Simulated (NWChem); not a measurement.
A series in which one site is exchanged, each optimised at PBE0/def2-SVP with NWChem, gas phase unless a solvent is named. All stand in one matching conformer (torsions within 35°), which need not be the lowest. 

A: [NH2][Al]([NH2])[OH] (AlN$_{2}$H$_{5}$O; site = Al)
B: NB(N)O (BN$_{2}$H$_{5}$O; site = B)
C: [OH][Ga]([NH2])[NH2] (GaN2H5O; site = Ga)

Q: Rank them by static polarisability, PBE/def2-SVPD (bohr³), lowest first.

A: B (39.1), A (49.0), C (52.0)
